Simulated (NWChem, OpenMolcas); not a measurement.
# How basis sets differ on C2H5BO (SMILES B1CCO1)

C2H5BO has 9 atoms, charge 0, and is taken as a singlet. SMILES: `B1CCO1`. The shape is that of a PBE0-D4/def2-TZVP optimisation.

```xyz
9

B    -0.4026    0.3017   -1.0820
C     0.5060    0.6170    0.1710
C    -0.0986   -0.7196    0.6177
O    -0.8848   -0.8785   -0.5962
H    -0.6970    0.7728   -2.1395
H     0.2363    1.4790    0.7822
H     1.5862    0.6141    0.0210
H    -0.7576   -0.6813    1.4872
H     0.6006   -1.5515    0.7215
```

Quantity: the dipole moment, in D. The values are calculated.

```json
{"level": "HF/ANO-RCC-MB (DKH2)", "kind": "Hartree–Fock", "program": "OpenMolcas", "value (D)": "2.03", "CPU time": "3.6 s"}
{"level": "HF/STO-3G", "kind": "Hartree–Fock", "program": "OpenMolcas", "value (D)": "1.27", "CPU time": "1.8 s"}
{"level": "HF/3-21G", "kind": "Hartree–Fock", "program": "NWChem", "value (D)": "2.26", "CPU time": "1.8 s"}
{"level": "HF/ANO-XS-VDZ (DKH2, RICD fitting)", "kind": "Hartree–Fock", "program": "OpenMolcas", "value (D)": "2.40", "CPU time": "2.2 s"}
{"level": "HF/def2-SVP", "kind": "Hartree–Fock", "program": "OpenMolcas", "value (D)": "1.98", "CPU time": "5.8 s"}
```

The values span 1.27 to 2.40 D. Magnitudes only. Sets without polarisation functions give poor dipoles. CPU times are rough (shared hosts, several kinds of processor and program).
